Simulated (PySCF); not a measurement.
In(H)(F)(OH) (FH₂InO), SMILES [OH][InH][F].

Coordinates come from a B3LYP-D3(BJ)/def2-TZVP optimisation. The def2 effective core potentials stand for the cores of In; spin–orbit coupling is left out. One conformer was computed; it need not be the lowest.

These are PBE0/def2-TZVPD (PySCF) values and carry that method's errors.

Symmetry labels are those of the subgroup Cs that the program uses (full group Cs).

List the valence orbital energies around the gap with their symmetry. (An estimate is asked for; the answer gives what the named calculation found.)


| orbital | symmetry | energy (eV) |
|---|---|---|
| HOMO−7 | A' | -21.69 |
| HOMO−6 | A' | -13.49 |
| HOMO−5 | A' | -11.96 |
| HOMO−4 | A' | -10.56 |
| HOMO−3 | A" | -10.28 |
| HOMO−2 | A' | -9.93 |
| HOMO−1 | A' | -9.24 |
| HOMO | A" | -8.90 |
| LUMO | A' | -1.58 |
| LUMO+1 | A" | -1.49 |
| LUMO+2 | A' | -0.02 |
| LUMO+3 | A' | 0.33 |
